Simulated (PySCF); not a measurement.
# Electron correlation in In⁴⁺ (indium, charge +4)

Starting occupation: [Kr] 4d9, 4d3/2 with m_j = -3/2, -1/2, +1/2, +3/2, 4d5/2 with m_j = -3/2, -1/2, +1/2, +3/2, +5/2. Computed with PySCF 2.14 in x2c-TZVPall-2c, with X2C-1e with screened-nucleus spin-orbit coupling, Gaussian nucleus. Frozen: [Ar] 3d10; 17 electrons correlated; the 6 highest virtual spinors left out.

MP2 pair energies summed by pair of shells (mhartree):

```json
{"pair": "4d3/2-4d5/2", "energy": "-61.59", "share (%)": "26.0"}
{"pair": "4d5/2-4d5/2", "energy": "-34.97", "share (%)": "14.8"}
{"pair": "4d5/2-4p3/2", "energy": "-30.41", "share (%)": "12.8"}
{"pair": "4d3/2-4d3/2", "energy": "-21.70", "share (%)": "9.2"}
{"pair": "4d3/2-4p3/2", "energy": "-21.60", "share (%)": "9.1"}
{"pair": "4p3/2-4p3/2", "energy": "-10.34", "share (%)": "4.4"}
{"pair": "4p1/2-4p3/2", "energy": "-9.77", "share (%)": "4.1"}
{"pair": "4d5/2-4p1/2", "energy": "-9.60", "share (%)": "4.1"}
{"pair": "4p3/2-4s1/2", "energy": "-8.08", "share (%)": "3.4"}
{"pair": "4d3/2-4p1/2", "energy": "-7.47", "share (%)": "3.2"}
{"pair": "4d5/2-4s1/2", "energy": "-7.45", "share (%)": "3.1"}
{"pair": "4d3/2-4s1/2", "energy": "-5.89", "share (%)": "2.5"}
{"pair": "4p1/2-4s1/2", "energy": "-3.81", "share (%)": "1.6"}
{"pair": "4p1/2-4p1/2", "energy": "-2.14", "share (%)": "0.9"}
{"pair": "4s1/2-4s1/2", "energy": "-1.87", "share (%)": "0.8"}
```

Total MP2 correlation energy: -236.69 mhartree.

This basis was not built for core-valence correlation, so the inner-shell part is incomplete.
